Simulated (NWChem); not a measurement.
SiHOBrF2; SMILES F[Si](Br)(F)O

```xyz
6

O      1.6134    -1.2061    -0.0106
Si     0.0451    -0.7790    -0.0004
F     -0.7126    -1.3783     1.2803
F     -0.7293    -1.3772    -1.2716
Br    -0.0921     1.3889     0.0008
H      1.8362    -2.1428    -0.0071
```
Atoms are numbered in this order, from 1.

Results from NWChem. Geometry optimised at PBE0/def2-SVP; all other runs use it. This build's default masses of Se (78.918 u) and Br (79.917 u) are each other's, which moves their modes by up to 0.6 %.

```json
[
 {"quantity": "anisotropy (bohr³), static", "level": "B3LYP/def2-SVPD", "value": "___"},
 {"quantity": "cavity-dispersion-structure term (kcal/mol) in water", "level": "PBE0/def2-SVP, SMD", "value": "___"},
 {"quantity": "vertical ionisation energy, ΔSCF (eV)", "level": "B3LYP/def2-SVP", "value": "11.64"},
 {"quantity": "vertical, lowest excitation, singlet (eV)", "level": "B3LYP/def2-SVPD, TDA", "value": "7.11"},
 {"quantity": "dipole (D)", "level": "PBE0/def2-SVP", "value": "___"},
 {"quantity": "highest harmonic frequency (cm⁻¹)", "level": "PBE0/def2-SVP", "value": "3924"}
]
```

Task: What belongs in the gaps?

Result: 
- anisotropy (bohr³), static, value: 13.7
- cavity-dispersion-structure term (kcal/mol) in water, value: 1.9
- dipole (D), value: 1.69
